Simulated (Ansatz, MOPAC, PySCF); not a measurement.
Molecule: cyanosilylidyne, CNSi, charge 0, multiplicity 2. SMILES: N#C[Si]
Coordinates optimised at B3LYP-D3(BJ)/def2-TZVP (Ansatz, a first-principles code):
```xyz
3

Si     0.0000     0.0000    -1.1899
C      0.0000     0.0000     0.6549
N      0.0000     0.0000     1.8185
```
Charge 0, spin multiplicity 2.

Unscaled harmonic wavenumbers (cm⁻¹) in rising order, each level at the stationary point that it reaches from this structure (no distance between atoms moves by over 0.3 Å); the order of modes can differ between levels, and a negative number is imaginary. B3LYP-D3(BJ)/def2-TZVP (PySCF, at the structure above): 204, 295, 568, 2156.

PM3 (MOPAC): 305, 305, 584, 2248. Zero-point energy 4.9 against 4.6 kcal/mol; where all levels lie over 400 cm⁻¹, the wavenumbers are on average 1.036 times those of B3LYP-D3(BJ)/def2-TZVP.

B3LYP/6-31G* (Ansatz): 229, 305, 570, 2165. Zero-point energy 4.7 against 4.6 kcal/mol; where all levels lie over 400 cm⁻¹, the wavenumbers are on average 1.004 times those of B3LYP-D3(BJ)/def2-TZVP.
